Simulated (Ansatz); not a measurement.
C₃H₃ (SMILES [C]1=CC1), doublet, at a GFN2-xTB geometry, atoms displaced at random by about 0.02 Å a coordinate. Base run: PBE/def2-SVP (Ansatz, a first-principles code).

Here is a job for Ansatz.
Ansatz 0.2 input:
```yaml
crystal:
  periodic: [false, false, false]
  atoms:
    - {symbol: C, position_ang: [0.03928889, -0.10026252, 0.82761304]}
    - {symbol: C, position_ang: [-0.03752348, -0.72392191, -0.49047554]}
    - {symbol: C, position_ang: [-0.01130732, 0.58460358, -0.60226870]}
    - {symbol: H, position_ang: [0.91509287, -0.10638884, 1.37821596]}
    - {symbol: H, position_ang: [-0.83932773, -0.10546570, 1.42311058]}
    - {symbol: H, position_ang: [-0.08672557, 1.53128052, -0.98038131]}
basis:
  gaussian:
    orbitals: def2-SVP
hamiltonian:
  xc: pbe
magnetization: {spin_polarized: true, initial_magnetization: 1}
relax: {}
```

The base run was repeated with changes; each row names its change, and settings that it needs were set with it.

```
change                          ΔE vs base (kJ/mol)  optimiser steps
------------------------------  -------------------  ---------------
base                                           0.00                6
relax = max_displacement: 0.5                  0.00                8
relax = max_displacement: 0.02                 0.00                8
relax = f_tol: 0.0005                          0.00                9
relax = f_tol: 0.002                           0.00                9
relax = f_tol: 0.1                             0.00                5
relax = escape_saddle: false                   0.00                6
```
